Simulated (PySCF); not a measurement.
Bonds (- single, = double, # triple, : aromatic): F1-C2 1.337 Å, C2-F3 1.348 Å, C2-F4 1.338 Å, C2-C5 1.517 Å, C5-C6 1.533 Å, C6-C7 1.530 Å, C7-S8 1.836 Å, S8-C5 1.833 Å. C5 carries H9; C6 carries H10, H11; C7 carries H12, H13. Stereochemistry as in FC(F)(F)[C@@H]1CCS1. H11, H12 are cis to C2 on the ring; H10, H13 are trans to C2 on the ring.

Geometry: GFN2-xTB; GIAO shifts from PySCF 2.14, gas phase, non-relativistic, averaged over equivalent atoms.

At HSE06/pcSseg-1 (168 basis functions, 34 s wall time on 1 thread of an Intel Xeon Platinum 8488C, shared host):
```json
{"atoms": "F1/F3/F4", "δ (ppm)": "-95.0"}
{"atoms": "C2", "δ (ppm)": "137.3"}
{"atoms": "C5", "δ (ppm)": "46.9"}
{"atoms": "C7", "δ (ppm)": "28.5"}
{"atoms": "C6", "δ (ppm)": "27.5"}
{"atoms": "H12", "δ (ppm)": "3.70"}
{"atoms": "H9", "δ (ppm)": "3.61"}
{"atoms": "H10", "δ (ppm)": "3.27"}
{"atoms": "H13", "δ (ppm)": "2.96"}
{"atoms": "H11", "δ (ppm)": "2.59"}
```

Referencing at the same level of theory: CFCl3 for $^{19}$F (σref 168.94); TMS for $^{13}$C (σref 186.23) and $^{1}$H (σref 31.72).

What do these become at PBE0/pcSseg-1?

Answers


```
   atoms  δ at PBE0/pcSseg-1  change
F1/F3/F4               -93.9    +1.1
      C2               136.9    -0.4
      C5                46.6    -0.3
      C7                28.3    -0.2
      C6                27.4    -0.1
     H12                3.70   +0.00
      H9                3.60   -0.01
     H10                3.27   +0.00
     H13                2.96   +0.00
     H11                2.59   +0.00
```

δ = σ(ref) − σ, references computed at the same level: CFCl3 for $^{19}$F (σref 170.95); TMS for $^{13}$C (σref 186.93) and $^{1}$H (σref 31.72).

The largest change is at F1/F3/F4 (fluorine of a CF3 group). Cost: 168 basis functions, 20 s wall time on 1 thread of an Intel Xeon Platinum 8488C, shared host. The order of the carbon signals is the same at both levels.

Unscaled 19F shifts against computed CFCl3 carry errors that often reach 10 to 50 ppm.
